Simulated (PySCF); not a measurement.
## Heteronuclear NMR

Structure with atom numbers: `[F:1][C:2]([F:3])([F:4])[O:5][CH2:6][SiH2:7][O:8][SiH3:9]` (H(Xn): hydrogen on atom n).

[PySCF: structure optimised with GFN2-xTB; σ from GIAO-PBE0/pcSseg-1; no solvent; a single conformation; rapidly exchanging positions averaged; relativity neglected]

(1) Predict the 19F NMR data.

(2) Where does 29Si resonate?

(3) Predict the 17O NMR data.

Results:

(1) 
```csv
atoms,environment,σ (ppm),δ (ppm)
F1/F3/F4,fluorine of an OCF3 group,245.1,-60.5
```

Shieldings were converted by a linear fit to measured shifts: 19F (scatter 6.0 ppm rms, 7.0 ppm with the 5 outliers that the fit left out vs CFCl3, solution or neat liquid, with a term for F on sp3 carbon). Occasional misses reach two or three times the rms, and more in compound classes unlike the fitted ones.

On a 300 MHz spectrometer 19F resonates near 282.3 MHz, so 1 ppm is 282.3 Hz.

(2) 
```
atoms                  environment  σ (ppm)  δ (ppm)
  Si7  silicon bonded to C, O, 2 H    381.6    -33.7
  Si9     silicon bonded to O, 3 H    388.3    -39.2
```

Shieldings were converted by a linear fit to measured shifts: 29Si: δ = 279.94 − 0.822σ (rms 8.9 ppm, 72 shifts, 25.8 ppm with the 6 outliers that the fit left out vs TMS, solution or neat liquid). Occasional misses reach two or three times the rms, and more in compound classes unlike the fitted ones.

On a 500 MHz spectrometer 29Si resonates near 99.3 MHz, so 1 ppm is 99.3 Hz.

(3) 
```tsv
atoms	environment	σ (ppm)	δ (ppm)
O5	ether oxygen	248.5	40.3
O8	oxygen bonded to 2 Si	329.7	-33.6
```

Shieldings were converted by a linear fit to measured shifts: 17O: δ = 266.70 − 0.911σ (rms 10.7 ppm, 155 shifts, 12.2 ppm with the 3 outliers that the fit left out vs liquid water, solution or neat liquid). Occasional misses reach two or three times the rms, and more in compound classes unlike the fitted ones.

On a 400 MHz spectrometer 17O resonates near 54.2 MHz, so 1 ppm is 54.2 Hz.
